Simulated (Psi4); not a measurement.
carbon atom (C), triplet; Psi4 1.11 with CCSD(T)/aug-cc-pVDZ.

Input for Psi4:
```
memory 2 GB

molecule mol {
0 3
C     0.000000    0.000000    0.000000
}

set {
  basis aug-cc-pvdz
  reference uhf
  freeze_core true
  mp2_type conv
  scf_type pk
  puream true
  d_convergence 1e-8
}

energy('ccsd(t)')
print_variables()
```

The log (banner, timings and long lists left out):

```
   => Loading Basis Set <=

    Name: AUG-CC-PVDZ
    Role: ORBITAL
    Keyword: BASIS

         ---------------------------------------------------------
                                   SCF
               by Justin Turney, Rob Parrish, Andy Simmonett
                          and Daniel G. A. Smith
                              UHF Reference
         ---------------------------------------------------------

  ==> Geometry <==

    Molecular point group: d2h
    Geometry (in Angstrom), charge = 0, multiplicity = 3:

       Center              X                  Y                   Z               Mass
    ------------   -----------------  -----------------  -----------------  -----------------
         C            0.000000000000     0.000000000000     0.000000000000    12.000000000000

  Running in d2h symmetry.

  Rotational constants: A = ************  B = ************  C = ************ [cm^-1]
  Rotational constants: A = ************  B = ************  C = ************ [MHz]
  Nuclear repulsion =    0.000000000000000

  Charge       = 0
  Multiplicity = 3
  Electrons    = 6
  Nalpha       = 4
  Nbeta        = 2

  ==> Algorithm <==

  SCF Algorithm Type is PK.
  DIIS enabled.
  MOM disabled.
  Fractional occupation disabled.
  Guess Type is CORE.
  Energy threshold   = 1.00e-08
  Density threshold  = 1.00e-08
  Integral threshold = 1.00e-12

  ==> Primary Basis <==

  Basis Set: AUG-CC-PVDZ
    Blend: AUG-CC-PVDZ
    Number of shells: 9
    Number of basis functions: 23
    Number of Cartesian functions: 25
    Spherical Harmonics?: true
    Max angular momentum: 2

  ==> Integral Setup <==

  Using in-core PK algorithm.
   Calculation information:
      Number of atoms:                   1
      Number of AO shells:               9
      Number of primitives:             25
      Number of atomic orbitals:        25
      Number of basis functions:        23

      Integral cutoff                 1.00e-12
      Number of threads:                 1

  Performing in-core PK
  Using 76452 doubles for integral storage.
  We computed 1035 shell quartets total.
  Whereas there are 1035 unique shell quartets.

  ==> DiskJK: Disk-Based J/K Matrices <==

    J tasked:                  Yes
    K tasked:                  Yes
    wK tasked:                  No
    Schwarz Cutoff:          1E-12

  Minimum eigenvalue in the overlap matrix is 7.9241747161E-02.
  Reciprocal condition number of the overlap matrix is 3.4970538636E-02.
    Using symmetric orthogonalization.

  ==> Pre-Iterations <==

  SCF Guess: Core (One-Electron) Hamiltonian.

   -------------------------------------------------------
    Irrep   Nso     Nmo     Nalpha   Nbeta   Ndocc  Nsocc
   -------------------------------------------------------
     Ag         8       8       2       2       2       0
     B1g        2       2       0       0       0       0
     B2g        2       2       0       0       0       0
     B3g        2       2       0       0       0       0
     Au         0       0       0       0       0       0
     B1u        3       3       1       0       0       1
     B2u        3       3       1       0       0       1
     B3u        3       3       0       0       0       0
   -------------------------------------------------------
    Total      23      23       4       2       2       2
   -------------------------------------------------------

  ==> Iterations <==

                        Total Energy        Delta E     RMS |[F,P]|

   @UHF iter   1:   -36.69366466342920   -3.66937e+01   8.86721e-02 ADIIS/DIIS
   @UHF iter   2:   -37.68009406031780   -9.86429e-01   9.11974e-03 ADIIS/DIIS
   @UHF iter   3:   -37.68690876012431   -6.81470e-03   2.37359e-03 ADIIS/DIIS
   @UHF iter   4:   -37.68768679006725   -7.78030e-04   6.92608e-04 ADIIS/DIIS
   @UHF iter   5:   -37.68776015389746   -7.33638e-05   1.19088e-04 ADIIS/DIIS
   @UHF iter   6:   -37.68776324027181   -3.08637e-06   1.30491e-05 DIIS
   @UHF iter   7:   -37.68776326724075   -2.69689e-08   1.20840e-06 DIIS
   @UHF iter   8:   -37.68776326739071   -1.49960e-10   1.37136e-07 DIIS
   @UHF iter   9:   -37.68776326739318   -2.47269e-12   1.04047e-08 DIIS
   @UHF iter  10:   -37.68776326739319   -1.42109e-14   1.40005e-09 DIIS
  Energy and wave function converged.

  ==> Post-Iterations <==

   @Spin Contamination Metric:   9.645979732E-03
   @S^2 Expected:                2.000000000E+00
   @S^2 Observed:                2.009645980E+00
   @S   Expected:                1.000000000E+00
   @S   Observed:                1.000000000E+00

    Orbital Energies [Eh]
    ---------------------

    Alpha Occupied:

[...]
       1B2u   -0.438185

    Alpha Virtual:

[...]
       8Ag     1.643884

    Beta Occupied:

[...]
    Beta Virtual:

[...]
    Final Occupation by Irrep:
             Ag   B1g   B2g   B3g    Au   B1u   B2u   B3u
    DOCC [     2,    0,    0,    0,    0,    0,    0,    0 ]
    SOCC [     0,    0,    0,    0,    0,    1,    1,    0 ]
    NA   [     2,    0,    0,    0,    0,    1,    1,    0 ]
    NB   [     2,    0,    0,    0,    0,    0,    0,    0 ]

  @UHF Final Energy:   -37.68776326739319

   => Energetics <=

    Nuclear Repulsion Energy =              0.0000000000000000
    One-Electron Energy =                 -50.4259867687698744
    Two-Electron Energy =                  12.7382235013766820
    Total Energy =                        -37.6877632673931942

  UHF NO Occupations:
  HONO-2 :    2 Ag 1.9951665
  HONO-1 :    1B1u 1.0000000
  HONO-0 :    1B2u 1.0000000
  LUNO+0 :    3 Ag 0.0048335
  LUNO+1 :    4 Ag 0.0000012
  LUNO+2 :    5 Ag 0.0000000
  LUNO+3 :    6 Ag 0.0000000

Computation Completed

Properties will be evaluated at   0.000000,   0.000000,   0.000000 [a0]

Properties computed using the SCF density matrix

 Multipole Moments:

 ------------------------------------------------------------------------------------
     Multipole            Electronic (a.u.)      Nuclear  (a.u.)        Total (a.u.)
[...]
    Reference wfn   =     UHF
    Brueckner       =     No
    Maxiter         =     50
    R_Convergence   =     1.0e-07
    E_Convergence   =     1.0e-06
    Restart         =     Yes
    DIIS            =     Yes
    AO Basis        =     NONE
    ABCD            =     NEW
    Cache Level     =     2
    Cache Type      =     LRU
    Print Level     =     1
    Num. of threads =     1
    # Amps to Print =     10
    Print MP2 Amps? =     No
    Analyze T2 Amps =     No
    Print Pair Ener =     No
    Local CC        =     No
    SCS-MP2         =     False
    SCSN-MP2        =     False
    SCS-CCSD        =     False

MP2 correlation energy -0.0537013556153382
                Solving CC Amplitude Equations
                ------------------------------
  Iter             Energy              RMS        T1Diag      D1Diag    New D1Diag    D2Diag
  ----     ---------------------    ---------   ----------  ----------  ----------   --------
     0        -0.053701355615338    0.000e+00    0.000000    0.000000    0.000000    0.000000
     1        -0.068058170300827    4.973e-02    0.005681    0.000000    0.000000    0.000000
     2        -0.075250665676511    2.206e-02    0.011383    0.000000    0.000000    0.000000
     3        -0.075776043448060    5.760e-03    0.013574    0.000000    0.000000    0.000000
     4        -0.075863194072309    9.023e-04    0.013707    0.000000    0.000000    0.000000
     5        -0.075831916306494    1.973e-04    0.013659    0.000000    0.000000    0.000000
     6        -0.075840481166286    6.279e-05    0.013651    0.000000    0.000000    0.000000
     7        -0.075842032781608    1.774e-05    0.013648    0.000000    0.000000    0.000000
     8        -0.075840950671771    5.426e-06    0.013647    0.000000    0.000000    0.000000
     9        -0.075841384307912    1.662e-06    0.013647    0.000000    0.000000    0.000000
    10        -0.075841378085798    3.456e-07    0.013647    0.000000    0.000000    0.000000
    11        -0.075841370025359    1.106e-07    0.013647    0.000000    0.000000    0.000000
    12        -0.075841370078687    2.110e-08    0.013647    0.000000    0.000000    0.000000

    Iterations converged.

    Largest TIA Amplitudes:
              0   2        -0.0131238235
              1  12        -0.0109596465
              2  14        -0.0109596465
              0   5         0.0101441069
              1  13        -0.0048633228
              2  15        -0.0048633228
              0   0         0.0044963096
              0   3         0.0011588630

    Largest Tia Amplitudes:
              0   3        -0.0088666637
              0   0         0.0085212813
              0   4         0.0027673530
              0   1         0.0013652022

    Largest TIJAB Amplitudes:
      2   1  15  13        -0.0358803153
      2   1  14  13        -0.0194577742
      2   1  15  12        -0.0194577742
      1   0  13   3        -0.0189635253
      2   0  15   3        -0.0189635253
      2   1  11   4        -0.0182216027
      2   1  10   1        -0.0176548547
      2   1  14  12        -0.0131862750
      2   1  10   4         0.0130943838
      2   1  11   1         0.0130943838

    Largest TIjAb Amplitudes:
      0   0  16  18         0.0780035950
      0   0  16  19         0.0718656815
      0   0  17  18         0.0525856369
      0   0  17  19         0.0490730541
      1   0  13   3         0.0305089661
      2   0  15   3         0.0305089661
      0   0  16  20         0.0296312228
      1   0   1  13        -0.0283012939
      1   0  10  16        -0.0283012939
      2   0   1  16         0.0283012939

    SCF energy       (wfn)                    =  -37.687763267393194
    Reference energy (file100)                =  -37.687763267393144

    Opposite-spin MP2 correlation energy      =   -0.043898865193630
    Same-spin MP2 correlation energy          =   -0.009802490421708
    Singles MP2 correlation energy            =   -0.000000000000000
    MP2 correlation energy                    =   -0.053701355615338
      * MP2 total energy                      =  -37.741464623008483

    Opposite-spin CCSD correlation energy     =   -0.064339220810933
    Same-spin CCSD correlation energy         =   -0.011502149267754
    Singles CCSD correlation energy           =    0.000000000000000
    CCSD correlation energy                   =   -0.075841370078687
      * CCSD total energy                     =  -37.763604637471829

            **************************
            *                        *
            *        CCTRIPLES       *
            *                        *
            **************************

    Wave function   =    CCSD_T
    Reference wfn   =      UHF

    Nuclear Rep. energy (wfn)                =    0.000000000000000
    SCF energy          (wfn)                =  -37.687763267393194
    Reference energy    (file100)            =  -37.687763267393144
    CCSD energy         (file100)            =   -0.075841370078687
    Total CCSD energy   (file100)            =  -37.763604637471829

    Number of ijk index combinations:
    Spin Case AAA:                                   1
    Spin Case BBB:                                   0
    Spin Case AAB:                                   3
    Spin Case ABB:                                   0
    AAA (T) energy                             =   -0.000027459748160
    BBB (T) energy                             =    0.000000000000000
    AAB (T) energy                             =   -0.001233753711892
    ABB (T) energy                             =    0.000000000000000
    (T) energy                                   =   -0.001261213460052
      * CCSD(T) total energy                     =  -37.764865850931884

  Variable Map:
  ----------------------------------------------------------------------------
[...]
  Array Variable Map:
  ----------------------------------------------------------------------------
[...]
[...]
```
